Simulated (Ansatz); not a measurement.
`B[NH][GeH3]`, 9 atoms. Charge 0, multiplicity 1. Correlated methods include outer-core shells of Ge, which these sets cover unevenly. Scalar relativity is left out up to krypton. All runs use 2 threads of a server CPU on a shared host. Correlated methods freeze the cores.

(1) How many basis functions does each run have, and how long does it take in Ansatz? RKS B2PLYP (frozen core)/def2-TZVPP energy; RKS ωB97M-V/def2-SVP energy; RKS PBE0-D4/def2-QZVPP energy; RKS r2SCANh-D4/def2-TZVPP energy; RKS PBE0-D4/def2-SVP energy; RHF-MP2/def2-QZVPP energy; RHF-CCSD(T)/def2-TZVPP energy; RKS PBE0-D4/def2-TZVP relaxation (9 steps); direct RPA on PBE orbitals/def2-TZVPP energy; RKS ωB97X-V/def2-TZVPP energy; RHF-CCSD(T)/def2-SVP energy; RKS r2SCAN-D4/def2-TZVPP energy and forces. (An estimate is asked.)

Results:

(1) Ansatz gave: Other jobs shared the machine, so times are rough.

```
                                level                   job  functions  wall time  peak host memory (GiB)
                 RKS PBE0-D4/def2-SVP                energy         90      1.4 s                    0.18
                 RHF-CCSD(T)/def2-SVP                energy         90      4.2 s                    0.32
             RKS r2SCAN-D4/def2-TZVPP     energy and forces        194      4.5 s                    0.24
direct RPA on PBE orbitals/def2-TZVPP                energy        194      4.5 s                    0.41
            RKS r2SCANh-D4/def2-TZVPP                energy        194      4.5 s                    0.44
                 RKS ωB97M-V/def2-SVP                energy         90      4.6 s                    0.26
  RKS B2PLYP (frozen core)/def2-TZVPP                energy        194        5 s                    0.41
               RKS ωB97X-V/def2-TZVPP                energy        194        7 s                    0.53
               RKS PBE0-D4/def2-QZVPP                energy        383      8.5 s                     1.1
                   RHF-MP2/def2-QZVPP                energy        383       20 s                     1.7
                RKS PBE0-D4/def2-TZVP  relaxation (9 steps)        146       25 s                    0.34
               RHF-CCSD(T)/def2-TZVPP                energy        194       68 s                     2.2
```
